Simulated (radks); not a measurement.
Results of a calculation; reference values are marked as such.
Problem. The mean radii <r> (bohr) of the occupied orbitals of an atom or ion are listed with their occupations. Code: a radial shooting solver on a logarithmic mesh with Libxc functionals. Model: non-relativistic Kohn-Sham, SOGGA, spin-polarised, spherical densities, point nucleus.

orbital  occ.      <r>
1s up       1  0.05294
1s down     1  0.05294
2s up       1   0.2389
2s down     1   0.2388
2p up       3   0.2080
2p down     3   0.2079
3s up       1   0.7205
3s down     1   0.7212
3p up       3   0.7493
3p down     3   0.7505
3d up       5   0.9125
3d down     4   0.9221

Name the element and its charge. Open shells, if any, are filled with parallel spins first.

Solution. Z = 29, copper, charge +2: Cu2+ in [Ar] 3d9. The 1s radius gives Z: for a bare nucleus <r> = 1.5/Z, 0.05172 bohr for Z = 29, and screening makes it slightly larger (0.05294 here). The occupations add up to 27, and the charge is Z minus that.
